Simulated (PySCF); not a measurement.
# Bonding in `N#Cc1cc(C2CC2)nnn1`

Species: C7H6N4.
SMILES with atom numbers: `[N:1]#[C:2][c:3]1[cH:4][c:5]([CH:6]2[CH2:7][CH2:8]2)[n:9][n:10][n:11]1` (hydrogens: H12 on C4; H13 on C6; H14, H15 on C7; H16, H17 on C8)

Structure used (GFN2-xTB), in Å, numbered top down from 1:
```
atom  x, y, z in Å
N1     4.499   -0.164   -1.632
C2     3.574   -0.254   -0.963
C3     2.399   -0.348   -0.169
C4     1.177    0.122   -0.639
C5     0.099   -0.036    0.239
C6    -1.255    0.397   -0.093
C7    -2.138    0.919    1.020
C8    -2.421   -0.413    0.434
N9     0.301   -0.604    1.435
N10    1.468   -1.008    1.792
N11    2.506   -0.905    1.047
H12    1.070    0.575   -1.613
H13   -1.355    0.848   -1.072
H14   -1.699    0.953    2.004
H15   -2.788    1.747    0.784
H16   -3.271   -0.533   -0.220
H17   -2.175   -1.283    1.022
```

Bond orders from the PBE0/pcSseg-1 density (PySCF). Geometry: GFN2-xTB, one conformer, isolated molecule.

(1) How far do the computed orders between heavy atoms stray from the drawn ones?

(2) Give the Mayer order of every bond, beside its length.

Answers

(1) The largest departure is 0.220, at C4–C5 (drawn aromatic, 1.280), counting aromatic bonds as 1.5. The bonds drawn aromatic range from 1.28 to 1.39.

(2) 
```json
{"bond": "N1–C2", "drawn as": "triple", "length (Å)": "1.145", "Mayer order": "3.021"}
{"bond": "C2–C3", "drawn as": "single", "length (Å)": "1.422", "Mayer order": "1.029"}
{"bond": "C3–C4", "drawn as": "aromatic", "length (Å)": "1.391", "Mayer order": "1.322"}
{"bond": "C4–C5", "drawn as": "aromatic", "length (Å)": "1.399", "Mayer order": "1.280"}
{"bond": "C5–C6", "drawn as": "single", "length (Å)": "1.460", "Mayer order": "1.021"}
{"bond": "C6–C7", "drawn as": "single", "length (Å)": "1.514", "Mayer order": "0.921"}
{"bond": "C7–C8", "drawn as": "single", "length (Å)": "1.482", "Mayer order": "0.982"}
{"bond": "C5–N9", "drawn as": "aromatic", "length (Å)": "1.339", "Mayer order": "1.367"}
{"bond": "N9–N10", "drawn as": "aromatic", "length (Å)": "1.286", "Mayer order": "1.388"}
{"bond": "N10–N11", "drawn as": "aromatic", "length (Å)": "1.282", "Mayer order": "1.394"}
{"bond": "N11–C3", "drawn as": "aromatic", "length (Å)": "1.342", "Mayer order": "1.370"}
{"bond": "C8–C6", "drawn as": "single", "length (Å)": "1.514", "Mayer order": "0.921"}
{"bond": "C4–H12", "drawn as": "single", "length (Å)": "1.079", "Mayer order": "0.972"}
{"bond": "C6–H13", "drawn as": "single", "length (Å)": "1.083", "Mayer order": "0.967"}
{"bond": "C7–H14", "drawn as": "single", "length (Å)": "1.079", "Mayer order": "0.944"}
{"bond": "C7–H15", "drawn as": "single", "length (Å)": "1.079", "Mayer order": "0.952"}
{"bond": "C8–H16", "drawn as": "single", "length (Å)": "1.079", "Mayer order": "0.952"}
{"bond": "C8–H17", "drawn as": "single", "length (Å)": "1.079", "Mayer order": "0.944"}
```

Bonds between the same two heavy elements. C–N: lowest C5–N9 and N11–C3 (1.367, 1.339 Å), highest N1–C2 (3.021, 1.145 Å). C–C: lowest C6–C7 and C8–C6 (0.921, 1.514 Å), highest C3–C4 (1.322, 1.391 Å). N–N: all 2 within 0.02 of one another (1.388 to 1.394). Bonds named together lie within 0.004.

Q: Sum the orders of all bonds at each heavy atom with more than one neighbour and set the sums beside the valence in the SMILES.

A: C2 4.050 (drawn 4), C3 3.721 (drawn 4), C4 3.574 (drawn 4), C5 3.668 (drawn 4), C6 3.830 (drawn 4), C7 3.799 (drawn 4), C8 3.799 (drawn 4), N9 2.755 (drawn 3), N10 2.782 (drawn 3), N11 2.764 (drawn 3). Orders between atoms that aren't bonded are not in these sums.

Mayer orders depend on the basis set.
